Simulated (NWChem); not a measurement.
Species: ZnICl; SMILES [Zn]([I])[Cl]

```xyz
3

Zn     0.0020     0.9297     0.0000
Cl    -0.0034     3.0333     0.0000
I      0.0002    -1.4862     0.0000
```
Atoms are numbered in this order, from 1.

Level: PBE0/def2-SVP with def2 effective core potentials on I (NWChem), optimised geometry, unscaled harmonic frequencies. def2 effective core potentials on I; no spin-orbit coupling.

Task: List the harmonic frequencies with IR intensities, and the thermochemistry.

Result: 
| frequency (cm⁻¹) | IR intensity (km/mol) |
|---|---|
| 83 | 10.5 |
| 224 | 2.6 |
| 462 | 68.1 |

```yaml
zero_point_energy: 1.1 kcal/mol
thermal correction to the enthalpy at 298.15 K (with zero-point energy): 4.4 kcal/mol
heat capacity Cv: 11.1 cal/(mol K)
entropy at 298.15 K and 1 atm (symmetry number 1): 65.7 cal/(mol K)
```

Rigid rotor and harmonic oscillator; modes under 100 cm⁻¹ make the entropy uncertain.
